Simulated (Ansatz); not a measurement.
```yaml
crystal:
  periodic: [false, false, false]
  atoms:
    - {symbol: B, position_ang: [-0.375313, 1.102030, -0.312180]}
    - {symbol: C, position_ang: [-0.280987, -0.405628, 0.065162]}
    - {symbol: N, position_ang: [0.891374, 0.069776, 0.052159]}
    - {symbol: O, position_ang: [-0.775837, -1.593434, 0.311645]}
    - {symbol: H, position_ang: [-0.467814, 1.401130, -1.469074]}
    - {symbol: H, position_ang: [-0.644866, 1.894540, 0.545519]}
    - {symbol: H, position_ang: [1.814916, -0.304735, 0.223936]}
    - {symbol: H, position_ang: [-0.069370, -2.220780, 0.527033]}
basis:
  gaussian: {orbitals: cc-pVTZ, final_grid: {core_spheres: 8, valence_spheres: 7, degree: 23}, nuclear_model: gaussian}
magnetization: {spin_polarized: true, initial_magnetization: 1}
hamiltonian: {xc: {name: r2SCAN0}}
scf: {lower_state_search: full}
```

```sh
$ ansatz run in.yaml --threads 2 --pin off --events-out ev --progress --plain --max-ram 4352MiB
```

Output, abridged:

```
Error: a molecule whose nuclei and cores have a total charge of 30 cannot have a net charge of 0 together with 1 unpaired electrons
```

In this input the number of unpaired electrons doesn't fit the electron count. The program refused the input.
